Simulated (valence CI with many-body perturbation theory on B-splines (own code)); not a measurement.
Results of a calculation; reference values are marked as such.
A CI+MBPT run for Ta32+

Method: relativistic CI+MBPT: five valence electrons over a frozen Dirac-Fock core [Kr], radial functions for each j: 6 s, 6 p, 5 d, 5 f, 1 g, with the one-electron correlation potential Σ1 (screened to all orders), the two-electron term Σ2, the three-electron term Σ3, Breit; selected single and double excitations, second order for the rest, scaled by the run's own slope (own B-spline code, finite nucleus).

Command, and the settings that its task file holds:

```sh
python run_cv.py task.json out
```

```
atom Ta  Z=73  mass_number=181  rms_radius_fm=5.3507
core [Kr]
valence 4d5
avg = 1
basis = S
breit = 1
cap = 10000
capref = 1200
cscale = 1
de = 0.0
dress = 0
eps = 2e-08
extrap = 1
h = 0.27
hh = 1
l2 = 3
lcore = 6
maxit = 60
n2 = 5
natural = 1
nlev = 20
nno = [3, 3, 3, 3, 1]
nroot = 26
nsp = [3, 3, 2, 2, 0]
pt2 = 1
qed = 0
rpa = 1
s1 = 1
s2 = 1
s3 = 1
screen = 1
tol = 2e-05
whole = 1
```

It took 70 s on 1 thread of Arm Neoverse V1, with other jobs on the host.

Log. The first blocks belong to the next ion, which gives the ionisation energy. Fields: 2J, parity (1 odd), roots, reference size, generating configurations, candidates as configurations/state functions, variational space P, stored matrix elements, Davidson steps; e2 is the range of second-order energies in hartree. The first line gives the box (bohr), its intervals, the orbitals and the steps of their self-consistent field. Window is the range of levels sought, series limit the energy at which the first omitted orbital would enter, core excitation an estimate of the first excitation out of the core, left out the lowest levels not solved, and shifts from estimates the range by which levels moved from their first estimate, all in cm⁻¹.

```
rmax 4.5 intervals 58 orbitals 40 references ['4d5', '4d4 4f', '4d4 5s', '4d3 4f2', '4d4 5p'] scf 5 t 1.5
2J=0 par=0 roots 2 ref 26 generators 6 cand 3218/7270 P 567/999 nnz 0 it 0
2J=0 par=0 roots 2 ref 26 generators 11 cand 4345/10155 P 1138/2288 nnz 0 it 5
   second order: generators 15 cand 5612/13035 e2 -0.00002 -0.00001
reference levels 1532, estimated 32, window 300332 1/cm; series limit 5667416, core excitation 1227894
2J=5 par=0 roots 7 ref 183 generators 13 cand 5728/162368 P 278/3730 nnz 3.3e+06 it 5
2J=5 par=0 roots 7 ref 183 generators 15 cand 5649/161311 P 740/9985 nnz 2e+07 it 9
   second order: generators 25 cand 10973/335787 e2 -0.00119 -0.00053
2J=7 par=0 roots 5 ref 192 generators 7 cand 5714/176525 P 235/3733 nnz 3.5e+06 it 5
2J=7 par=0 roots 5 ref 192 generators 10 cand 5645/175468 P 654/9989 nnz 2.2e+07 it 8
   second order: generators 19 cand 8786/281196 e2 -0.00094 -0.00056
2J=3 par=0 roots 5 ref 141 generators 9 cand 5713/124528 P 324/3672 nnz 3.1e+06 it 5
2J=3 par=0 roots 5 ref 141 generators 11 cand 6633/143560 P 929/9994 nnz 2e+07 it 7
   second order: generators 19 cand 8550/196402 e2 -0.00050 -0.00034
2J=11 par=0 roots 3 ref 150 generators 9 cand 5474/144871 P 340/3700 nnz 3.4e+06 it 4
2J=11 par=0 roots 3 ref 150 generators 12 cand 5370/143818 P 912/9997 nnz 2e+07 it 5
   second order: generators 20 cand 9776/287921 e2 -0.00026 -0.00024
2J=9 par=0 roots 4 ref 181 generators 7 cand 5631/168852 P 266/3712 nnz 3.4e+06 it 5
2J=9 par=0 roots 4 ref 181 generators 10 cand 5556/167795 P 729/9995 nnz 2.2e+07 it 8
   second order: generators 19 cand 8653/268731 e2 -0.00063 -0.00044
2J=1 par=0 roots 3 ref 77 generators 7 cand 5493/66745 P 528/3593 nnz 2.8e+06 it 4
2J=1 par=0 roots 3 ref 77 generators 12 cand 5341/65725 P 1425/10000 nnz 1.4e+07 it 5
   second order: generators 16 cand 6418/81583 e2 -0.00010 -0.00007
2J=13 par=0 roots 1 ref 112 generators 3 cand 4083/100639 P 400/3646 nnz 3.8e+06 it 4
2J=13 par=0 roots 1 ref 112 generators 5 cand 4709/109361 P 874/8109 nnz 1.3e+07 it 5
   second order: generators 10 cand 7480/175238 e2 -0.00010 -0.00010
left out: unestimated 437991, estimated 395662, shifts from estimates -111 to 63
operators 3.0
```

The Davidson iterations converged.

The last digits are not significant, and no measured levels were compared; by estimate large intervals hold to a few tenths of a per cent, small ones and those within an open d or f shell to about a per cent. Only levels of the ground parity were solved; by the run's estimate the other parity begins above the list, which can be wrong where configurations are misplaced.

| Item | Value |
| --- | --- |
| Valence energy | -263.4156 hartree |
| Ionisation energy | 1313.8 eV (NIST: 1313 ± 4 eV (theoretical)) |
| Reference configurations for the orbitals | 4d5, 4d4 4f, 4d4 5s, 4d3 4f2, 4d4 5p |
| Radial orbitals | 40 |
| Box radius | 4.525 bohr |
| Largest variational space | 10000 |
| Lowest levels | (4d3/2^4 4d5/2) J=5/2 0.0, (4d3/2^3 4d5/2^2) J=5/2 [a] 92950, (4d3/2^3 4d5/2^2) J=7/2 [a] 129650, (4d3/2^3 4d5/2^2) J=3/2 [a] 133500, (4d3/2^3 4d5/2^2) J=11/2 137240, (4d3/2^3 4d5/2^2) J=9/2 148760, (4d3/2^3 4d5/2^2) J=5/2 [b] 156210, (4d3/2^3 4d5/2^2) J=1/2 162800, (4d3/2^3 4d5/2^2) J=7/2 [b] 171850, (4d3/2^3 4d5/2^2) J=3/2 [b] 213010, (4d3/2^2 4d5/2^3) J=5/2 [a] 222360, (4d3/2^2 4d5/2^3) J=7/2 [a] 244250, (4d3/2^2 4d5/2^3) J=11/2 249500, (4d3/2^2 4d5/2^3) J=9/2 [a] 254400 cm⁻¹ |

Levels are named by their leading jj configuration (3d3/2^4 stands for four electrons in 3d with j = 3/2), which in mixed levels can hold well under half, so a name can repeat and another be missing. Letters in brackets count levels of one name in rising energy.
